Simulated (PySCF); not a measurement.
Er(III) with different ligands

Computed with PySCF 2.14.0, PBE0, def2-SVP on the ligands, density fitting, scalar-relativistic core potentials, no spin-orbit coupling, vacuum. The metal has lcecp-1-SVP with ECP57. Each complex is relaxed within the symmetry of a template of the same shape. Distances are means of the shortest metal–ligand contacts, charges and spins Mulliken's; removal energies are rigid, with the ligand's formal charge and no counterpoise, so too large; for an anion taken off a cation in vacuum most of it is the attraction of opposite charges, and multiply charged cations can part far more cheaply with an electron moved from ligand to metal. lcecp potentials hold a fixed number of 4f electrons in the core, out of states, spins and gaps.

| complex | point group | M–first ligand (Å) | charge on M (e) | dipole (D) | removal of one first-named ligand (eV) | strongest infrared band, degenerate modes summed (cm⁻¹) | unstable modes (below −25 cm⁻¹) |
| --- | --- | --- | --- | --- | --- | --- | --- |
| ErH3(NH3) | C3v | 2.013 | 0.54 | 5.47 | 9.07 | 1402 | 0 |
| ErF3(NH3) | C3v | 2.010 | 1.14 | 5.93 | 11.21 | 565 | 0 |
| ErCl3(NH3) | C3v | 2.468 | 0.79 | 5.49 | 9.04 | 1225 | 0 |
| Er(OH)3(NH3) | C3v | 2.041 | 0.88 | 4.20 | 10.61 | – | not given |
| ErH3(H2O) | C1 | 2.008 | 0.55 | 5.33 | 9.36 | – | 1 (soft) |
| ErF3(H2O) | Cs | 2.005 | 1.18 | 6.68 | 11.29 | 567 | 0 |
| ErCl3(H2O) | C1 | 2.463 | 0.84 | 5.87 | 9.15 | – | not given |

**Question.** A further member has point group C1, M–first ligand (Å) 2.577, charge on M (e) 0.69, dipole (D) 5.20, removal of one first-named ligand (eV) 8.76. Which complex is it?

**Answer.** Er(SH)3(H2O). Other answers can fit too; this one was computed.

Members with unstable modes aren't minima as they stand: saddle points kept by symmetry or, where the modes are soft, flat surfaces and noise. Moved off a saddle point of the template and relaxed again: ErH3(H2O), ErCl3(H2O). One start shape was tried for each, so a minimum needn't be the lowest isomer.
